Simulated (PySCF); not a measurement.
**Electron correlation in C⁺ (carbon, charge +1)**

[He] 2s2 2p1, 2P determinant. Calculation: PySCF 2.14, in cc-pVDZ-DK (3s2p1d, 14 functions); the spin-free X2C one-electron Hamiltonian (Gaussian nucleus). Frozen: 1s2; 3 electrons correlated.

MP2 pair energies summed by pair of shells (mhartree):

```json
{"pair": "2s-2s", "energy": "-25.63", "share (%)": "62.1"}
{"pair": "2s-2p", "energy": "-15.66", "share (%)": "37.9"}
```

Total MP2 correlation energy: -41.29 mhartree.

Same-spin part -2.40 and opposite-spin part -38.90 mhartree; SCS-MP2 scales them by 1/3 and 6/5 to -47.47 mhartree.

```json
{"level": "CCSD", "correlation energy (mhartree)": "-66.69"}
{"level": "(T)", "correlation energy (mhartree)": "-0.65"}
{"level": "CCSD(T)", "correlation energy (mhartree)": "-67.34"}
```

Diagnostics: T1 = 0.0084, D1 = 0.0157, largest double amplitude 0.136.

Task: Is a single reference adequate?

Result: Mostly. T1 lies below 0.03, but a double amplitude of this size points to a near-degeneracy that CCSD handles and MP2 describes poorly.
